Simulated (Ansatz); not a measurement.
Gas-phase electronic energies from Ansatz, PBE0-D4/def2-TZVP geometries. CBS: MP2 limit from def2 TZ/QZ plus the TZ coupled-cluster correction, frozen cores. This one scheme is used for every species. DFT in def2-TZVPP. For Zn outer-core shells are correlated without core-valence functions, which leaves a few kJ/mol of doubt a bond. Scalar relativity is left out up to krypton. Each species was taken in one conformer, which may not be the lowest.

Consider the cleavage of the Zn–B bond: `[OH][Zn][B](F)F` + NH₃ → `[NH2][Zn][OH]` + `FBF`.

(1) Is it downhill or uphill in electronic energy at CCSD(T)/CBS, and by how much? (An estimate is asked.)

(2) What do these levels give: PBE-D4, r2SCAN-D4, PBE0, RPA@PBE/def2-TZVPP, CCSD/def2-TZVPP, HF/def2-QZVPP? (An estimate is asked.)

Largest T1 diagnostic among the species: 0.017.

Results:

(1) The calculation gave: Downhill: ΔE = -20.9 kJ/mol.

(2) The calculation gave: PBE-D4 -4.5, r2SCAN-D4 -13.1, PBE0 -9.3, RPA@PBE/def2-TZVPP -20.4, CCSD/def2-TZVPP -21.6, HF/def2-QZVPP -28.8 kJ/mol.

From PBE to PBE0 (25 % exact exchange), in def2-TZVPP and without D4, ΔE moves by −4.4 kJ/mol. Leaving LDA and LC-ωPBE aside and taking each functional with its dispersion term where it has one, the values, not all of them listed here, spread over 15.1 kJ/mol, from B2PLYP to revPBE-D4.
